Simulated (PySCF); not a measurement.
Computed with B3LYP-D3(BJ)/def2-TZVP run with PySCF. All species are isolated molecules in the gas phase. One relaxed conformer stands for a flexible species; it need not be the lowest. B3LYP has the VWN-RPA correlation part, as in Gaussian. Excitations are Tamm–Dancoff values on a coarser integration grid. The basis has no diffuse functions, so Rydberg states are missing or too high.

Reference species (SMILES): `O[SiH]=[SiH2]` (H–O–Si–Si torsion 31°) (neutral, multiplicity 1).

The brightest of the four lowest singlets (TDA) is 4.31 eV and the HOMO is -5.86 eV. The S1 excitation (TDA) is 3.99 eV.

Changed species: `O1[SiH2][SiH2]1`.

Give the shifts of the brightest of the four lowest singlets (TDA), HOMO and S1 excitation (TDA).

the brightest of the four lowest singlets (TDA) falls by 0.05 eV, to 4.26 eV; the HOMO goes up by 0.10 eV, to -5.76 eV; the S1 excitation (TDA) goes up by 0.23 eV, to 4.22 eV.
